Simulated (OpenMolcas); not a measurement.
A calculation on In.

```
Program             : OpenMolcas
Method              : RASSCF
Basis               : ANO-RCC-VQZP [8s7p5d3f2g]
Scalar Hamiltonian  : DKH2, point nucleus
Active space        : 3 electrons in 9 orbitals (RAS2 5s 5p; RAS3 5d, at most 2 electrons)
State averaging     : 2S+1 = 4 odd, 1 root (0 in the spin-orbit step); 2S+1 = 2 odd, 3 roots; 2S+1 = 4 even, 3 roots; 2S+1 = 2 even, 5 roots
Spin-orbit coupling : state interaction with AMFI integrals over the reference wave functions, term energies averaged over their components
```

Problem. Which level of the active space comes out lowest?

Solution. 5s² 5p ²P°_1/2, with 100 % of that term; it is also the measured ground level.

Problem. How high does 5s 5p² ⁴P_3/2 lie?

Solution. 29722 cm⁻¹ above the lowest level; measured 36021 cm⁻¹ above the ground level, so the calculation is off by -17 %.

Problem. How high does 5s² 5p ²P°_3/2 lie?

Solution. 2187 cm⁻¹ above the lowest level; measured 2213 cm⁻¹ above the ground level, so the calculation is off by -1 %.

Problem. How high does 5s 5p² ²D_5/2 lie?

Solution. 42188 cm⁻¹ above the lowest level.

Measured values: NIST Handbook of Basic Atomic Spectroscopic Data.

Some high roots are left out of the spin-orbit mixing, which shifts the levels that they would mix with. Without dynamic correlation excited terms often stand tens of per cent too high (terms of higher spin than the ground term too low), and those without a measured partner can miss by more than the paired ones. Active for correlation alone: 5d; no level in the range computed is led by a configuration that fills it, so any true level of that kind is missing. Some terms mix strongly with configurations of 5d, whose occupation reaches 0.24 (5s 5p² ²D). Measured partners are found by configuration, term and J. A level has none where our copy of the source lacks it or the pairing is in doubt (some pairs that miss far off the trend of their configuration count as doubtful), and it then counts in no deviation. Only configurations of the active space appear.

° marks odd parity.
